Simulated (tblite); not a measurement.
Species: C3H5FGe.
Atom-mapped SMILES: `[CH:1]#[C:2][GeH2:3][CH2:4][F:5]` (hydrogens: H6 on C1; H7, H8 on Ge3; H9, H10 on C4)

Structure used (GFN2-xTB), in Å, numbered top down from 1:
```
atom  x, y, z in Å
C1     2.4911    0.0729   -1.0318
C2     1.4581   -0.2843   -0.5298
Ge3   -0.1790   -0.8241    0.2625
C4    -1.3596    0.7695    0.3716
F5    -2.5546    0.3966    0.9479
H6     3.3971    0.3804   -1.4719
H7     0.0942   -1.3678    1.6308
H8    -0.8073   -1.8860   -0.5861
H9    -0.9366    1.5612    0.9960
H10   -1.5946    1.1862   -0.6116
```

Computed values, GFN2-xTB/tblite, gas phase, harmonic and unscaled. The method is semi-empirical: single wavenumbers can be off by several per cent or more. Modes of hydrogen on germanium can be 10 to 20 % off. One conformer, not necessarily the lowest.

Harmonic wavenumbers (cm⁻¹): 51.7, 77.2, 207.8, 209.7, 288.9, 408.2, 516.9, 572.5, 577.7, 664.9, 682.4, 690.9, 765.3, 821.7, 1016.6, 1181.8, 1245.5, 1422.8, 2001.3, 2048.7, 2186.1, 2934.1, 2939.7, 3346.2.

A = 8942, B = 1671, C = 1445 MHz; mass 133.959 u (most abundant isotopes); point group Cs, symmetry number 1.

Problem. Zero-point energy?

Solution. ½Σν̃ = 13429 cm⁻¹ = 160.65 kJ/mol.

Problem. Entropy at 298.15 K, 1 bar (ideal gas, RRHO, classical rotation)?

Solution. Translation 169.94, rotation 113.39, vibration 77.19: S = 360.5 J/(mol K).

Problem. And Cp and H(298.15 K) − H(0)?

Solution. Cp = 112.50 J/(mol K), of which vibrations give 79.24 (their classical limit is 24 R = 199.5); H(298.15 K) − H(0) = 21.99 kJ/mol without the zero-point energy, 12.08 from vibrations.

Problem. How do the functions run with temperature in this model?

Solution. 
```
T (K)  S (J/(mol K))  Cp (J/(mol K))  H − H(0) (kJ/mol)  G − H(0) (kJ/mol)  ln q(vib)
  100          270.2            60.8               4.68             -22.34       1.17
  200          320.6            88.1              12.11             -52.02       2.80
  300          361.2           112.9              22.20             -86.16       4.44
  500          427.5           146.6              48.45            -165.31       7.62
  800          503.4           175.9              97.23            -305.49      11.90
 1000          544.1           188.7             133.76            -410.35      14.44
```

q(vib) and H(0) count from the zero-point level.

Problem. What must be added to the electronic energy to get the Gibbs energy at 298.15 K and 1 bar?

Solution. ZPE + [H(298.15 K) − H(0)] − T·S = 160.65 + 21.99 − 107.49 = 75.15 kJ/mol.

Hindered rotation and anharmonicity are outside this model. Other conformers, if any are populated, would add a mixing term that is left out.
